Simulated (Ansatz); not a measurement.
A nudged elastic band was laid between two geometries of GeH5O2P (9 atoms, charge 0, multiplicity 1).

All numbers below come from Ansatz 0.2.0, RKS BHLYP-D4/def2-SVP.

- movable images: 5
- climbing image: yes
- spring: 5.0 eV/Å²
- optimiser: quadratic models (default)
- start path: IDPP
- force threshold: 0.03 eV/Å
- iteration limit: 60
- end points: relaxed

First end point:

```xyz
9
Properties=species:S:1:pos:R:3
O -0.122 1.502 -0.971
P 0.777 0.103 -0.951
O 1.900 0.416 0.214
Ge -0.790 -1.046 0.355
H 0.149 2.085 -1.679
H 1.544 0.765 1.033
H -2.129 -1.171 -0.374
H -0.260 -2.443 0.695
H -0.980 -0.256 1.659
```

Last end point:

```xyz
9
Properties=species:S:1:pos:R:3
O 1.188 1.334 0.209
P 0.272 0.656 -1.001
O 1.162 -0.665 -1.428
Ge -1.197 -0.371 0.505
H 1.726 2.055 -0.116
H 1.454 -1.208 -0.694
H -2.214 -1.226 -0.260
H -0.366 -1.288 1.415
H -1.936 0.667 1.352
```

(1) Which bonds break or form, and what moves?

(2) What energy profile does the band end with?

(3) What is the geometry of the highest image?

(4) What are the harmonic wavenumbers there?

Results:

(1) No bond is made or broken. The dihedral O3–P2–Ge4–H7 goes from 166 to -73°. The two ends are copies of one structure, up to a mirror image or an exchange of like atoms.

(2) The forces met the threshold. The highest image is number 3 of 0 to 6, 0.078 eV above the ends, which have the same energy within 2 meV. A vibrational analysis at the climbing image gives one clearly imaginary mode, 127i cm⁻¹: a first-order saddle point.

| image | path coordinate (Å) | energy (eV) | dihedral O3–P2–Ge4–H7 (°) |
| --- | --- | --- | --- |
| 0 | 0.00 | 0.000 | 166 |
| 1 | 0.69 | 0.020 | -174 |
| 2 | 1.38 | 0.058 | -153 |
| 3 | 2.07 | 0.078 | -133 |
| 4 | 2.75 | 0.060 | -113 |
| 5 | 3.44 | 0.020 | -93 |
| 6 | 4.12 | 0.000 | -73 |

(3) 
```xyz
9
Properties=species:S:1:pos:R:3
O 0.476 1.742 -0.206
P 0.421 0.340 -1.094
O 1.810 -0.430 -0.661
Ge -1.105 -0.720 0.357
H 0.841 2.461 -0.720
H 1.947 -0.532 0.282
H -2.357 -1.152 -0.414
H -0.435 -1.972 0.942
H -1.509 0.217 1.499
```

(4) 127i, 190, 200, 310, 355, 400, 472, 511, 540, 816, 852, 870, 910, 914, 1039, 1070, 2177, 2203, 2206, 3949, 3977 cm⁻¹.

Time of the run: 86 s on 2 threads of Arm Neoverse V2, with other jobs on the host, peak memory 0.24 GiB.
